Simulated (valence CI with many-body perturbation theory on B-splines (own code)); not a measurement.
Which ion has this spectrum?

A relativistic CI+MBPT calculation for an atom or ion with 5 electrons gives these levels (eV):

| J | Parity | E | g |
| --- | --- | --- | --- |
| 1/2 | odd | 0.0 | 0.64 |
| 1/2 | even | 187.3 | 2.12 |
| 3/2 | odd | 529.3 | 1.31 |
| 3/2 | even | 659.9 | 1.64 |
| 5/2 | even | 694.4 | 1.34 |
| 1/2 | even | 749.1 | 1.24 |
| 3/2 | even | 750.0 | 0.97 |
| 3/2 | odd | 948.2 | 1.34 |
| 5/2 | even | 1207.3 | 1.41 |
| 1/2 | even | 1289.4 | 1.90 |
| 3/2 | even | 1290.4 | 1.18 |
| 3/2 | odd | 1441.6 | 1.44 |
| 5/2 | odd | 1462.5 | 1.18 |
| 1/2 | odd | 1505.2 | 0.64 |

The energies are calculated, and their last digits are not significant.

(1) Which is it?
A. Ce53+
B. Pm56+
C. Pr54+
D. Ba51+

## Answers

(1) C. Pr54+, ground level (2s^2 2p1/2) J=1/2.
